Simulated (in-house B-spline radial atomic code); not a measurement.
**PBE0 excitations of C²⁺**

Method: PBE0. Computed with a B-spline radial code for spherical atoms: linear response of the closed shell [He] 2s2 with the functional's adiabatic kernel; non-relativistic, point nucleus, no spin-orbit coupling, no double excitations, S, P, D and F terms only.

Command:
```bash
python run_td.py task.json out
```
Settings (radii: box in bohr, nucleus in fm):
```
Z                        6
electrons                4
configuration            [He] 2s2
hamiltonian              nr
method                   pbe0
box_radius               29.48
intervals                49
```

Run time, properties included: 0.1 s on 1 thread of Arm Neoverse N1, on a shared host.

The lowest states, in the order of their Tamm-Dancoff energies; the method's threshold (minus the highest occupied level) is 42.04 eV. Labels give the largest channel, * marks a mixed state, and oscillator strengths are full-response dipole values. Semilocal kernels can invert the small singlet-triplet splittings of Rydberg terms. Energies in eV:

```json
{"state": "2s → 2p 3P", "full response": "4.737", "Tamm-Dancoff": "5.624", "oscillator strength": "-"}
{"state": "2s → 2p 1P", "full response": "11.892", "Tamm-Dancoff": "12.571", "oscillator strength": "0.747"}
{"state": "2s → 3s 3S", "full response": "28.150", "Tamm-Dancoff": "28.162", "oscillator strength": "-"}
{"state": "2s → 3s 1S", "full response": "29.261", "Tamm-Dancoff": "29.281", "oscillator strength": "-"}
{"state": "2s → 3p 3P", "full response": "30.34", "Tamm-Dancoff": "30.35", "oscillator strength": "-"}
{"state": "2s → 3p 1P", "full response": "30.71", "Tamm-Dancoff": "30.72", "oscillator strength": "0.21"}
{"state": "2s → 3d 3D", "full response": "31.60", "Tamm-Dancoff": "31.62", "oscillator strength": "-"}
{"state": "2s → 3d 1D", "full response": "32.18", "Tamm-Dancoff": "32.19", "oscillator strength": "-"}
{"state": "2s → 4s 3S", "full response": "35.68", "Tamm-Dancoff": "35.68", "oscillator strength": "-"}
{"state": "2s → 4s 1S", "full response": "?", "Tamm-Dancoff": "?", "oscillator strength": "-"}
{"state": "2s → 4p 3P", "full response": "36.41", "Tamm-Dancoff": "36.41", "oscillator strength": "-"}
{"state": "2s → 4p 1P", "full response": "36.50", "Tamm-Dancoff": "36.50", "oscillator strength": "0.0605"}
{"state": "2s → 4d 3D", "full response": "36.90", "Tamm-Dancoff": "36.91", "oscillator strength": "-"}
{"state": "2s → 4d 1D", "full response": "37.08", "Tamm-Dancoff": "37.08", "oscillator strength": "-"}
{"state": "2s → 4f 3F", "full response": "37.46", "Tamm-Dancoff": "37.46", "oscillator strength": "-"}
{"state": "2s → 4f 1F", "full response": "?", "Tamm-Dancoff": "?", "oscillator strength": "-"}
```

Where does 2s → 4f 1F lie?

At 37.47 eV in full response, 37.47 eV in Tamm-Dancoff.

Where does 2s → 4s 1S lie?

At 35.95 eV in full response, 35.96 eV in Tamm-Dancoff.

How large is the singlet-triplet splitting of 2s → 2p (P terms) in Tamm-Dancoff?

6.95 eV, from the unrounded values.

What polarisabilities and dispersion coefficient does the method give?

Dipole 4.277 bohr³, quadrupole 5.306 bohr⁵, C6 6.616 hartree·bohr⁶ for two such species.
